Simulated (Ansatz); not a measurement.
C3H10Si2 (`[SiH3]CC1C[SiH2]1`). Total charge 0; spin multiplicity 1. All single points use the PBE0-D4/def2-TZVP geometry. It is one conformer, not always the lowest.

```xyz
15

Si    1.089   -1.068   -1.661
C    -0.426   -0.189   -0.970
C    -0.465   -0.220    0.543
C     0.495    0.715    1.309
Si   -1.299    1.087    1.566
H     1.106   -2.480   -1.190
H     1.076   -1.066   -3.151
H     2.341   -0.408   -1.203
H    -0.425    0.845   -1.334
H    -1.324   -0.654   -1.390
H    -0.502   -1.226    0.959
H     1.076    1.395    0.691
H     1.080    0.274    2.109
H    -1.942    0.738    2.851
H    -1.881    2.256    0.872
```

Task: What is the dipole moment at r2SCAN/def2-TZVPP? (An estimate is asked.)

Result: Computed: 0.69 D, with components (-0.56, 0.26, 0.30) D in this frame, pointing from negative to positive charge.

Task: And with PBE, B3LYP, ωB97M-V? (An estimate is asked.)

Result: The calculation gave: PBE 0.66 D, B3LYP 0.78 D, ωB97M-V 0.85 D.

Task: Give the Mulliken charges with r2SCAN, PBE, B3LYP in def2-TZVPP. (Estimate.)

Result: Ansatz gave: 
| atom | r2SCAN | PBE | B3LYP |
| --- | --- | --- | --- |
| Si1 | 0.28 | 0.20 | 0.27 |
| C2 | -0.17 | -0.19 | -0.21 |
| C3 | -0.11 | -0.09 | -0.13 |
| C4 | -0.23 | -0.21 | -0.26 |
| Si5 | 0.28 | 0.16 | 0.25 |
| H6 | -0.08 | -0.06 | -0.08 |
| H7 | -0.08 | -0.06 | -0.08 |
| H8 | -0.08 | -0.06 | -0.07 |
| H9 | 0.05 | 0.08 | 0.07 |
| H10 | 0.06 | 0.09 | 0.09 |
| H11 | 0.06 | 0.09 | 0.09 |
| H12 | 0.07 | 0.08 | 0.09 |
| H13 | 0.07 | 0.09 | 0.10 |
| H14 | -0.07 | -0.06 | -0.07 |
| H15 | -0.06 | -0.05 | -0.06 |

B3LYP here is the variant with VWN-RPA as its local correlation; programs differ in this.
